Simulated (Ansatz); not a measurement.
Program: Ansatz. Geometries: PBE0-D4/def2-TZVP. ΔE: electronic, gas phase. CBS: MP2 limit from def2 TZ/QZ plus the TZ coupled-cluster correction, frozen cores. DFT in def2-TZVPP. HSE06 is defined as in plane-wave codes. def2 core potentials past Kr. For Ge, Sn outer-core shells are correlated without core-valence functions, which leaves a few kJ/mol of doubt a bond. Scalar relativity is left out up to krypton.

Reaction (cleavage of the Si–Si bond): `[SiH3][SiH2][SnH3]` + `[NH2][GeH3]` → `[SiH3][NH][GeH3]` + `[SiH3][SnH3]`

```csv
level,ΔE (kcal/mol)
revPBE-D4,-6.4
HSE06-D4,-7.4
B2PLYP,-11.6
r2SCAN0,-9.9
RPA@PBE/def2-TZVPP,-11.5
SCS-MP2/def2-TZVPP,-13.4
HF/def2-QZVPP,-15.7
HF/CBS(def2),-15.8
```

Q: What does CCSD(T)/CBS give? (Best estimate.)

A: Computed: -10.8 kcal/mol. The listed levels differ from it by 4.4, 3.4, -0.8, 0.9, -0.7, -2.6, -4.9, -5.0 kcal/mol.

Largest T1 diagnostic among the species: 0.014.

Leaving LDA and LC-ωPBE aside and taking each functional with its dispersion term where it has one, the values, not all of them listed here, spread over 6.6 kcal/mol, from BHLYP-D4 to PBE-D4. LDA lies −1.3 kcal/mol from PBE without D4. From r2SCAN to r2SCAN0 (25 % exact exchange), in def2-TZVPP and without D4, ΔE moves by −0.8 kcal/mol.
